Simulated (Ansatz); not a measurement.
```xyz
10

N    -0.8514   -1.0956    1.4700
Si    0.1905   -0.0055    0.7106
Cl    1.0909    0.9870    2.2637
C     0.9573   -0.2270   -0.8783
C     0.0136    0.7490   -0.8968
O    -0.4887    1.5798   -1.8073
H    -1.4473   -1.7198    0.9549
H    -1.0529   -1.0548    2.4532
H     1.6309   -0.6503   -1.6169
H    -0.0428    1.4370   -2.6532
```

Total charge 0; spin multiplicity 1.

List the PBE/def2-TZVPP orbital energies in eV (Ansatz). (Estimate.)

The calculation gave: Occupied: -2738.70, -1780.46, -511.51, -380.32, -270.48, -268.79, -249.29, -189.97, -189.82, -189.81, -138.04, -94.83, -94.77, -94.74, -26.96, -21.52, -20.25, -19.45, -15.15, -13.14, -12.59, -12.10, -10.91, -10.19, -9.60, -8.42, -7.95, -7.38, -7.05, -6.32, -5.94. Lowest empty: -0.60, -0.29, -0.01, 0.74, 1.05, 1.62, 1.81, 2.40.
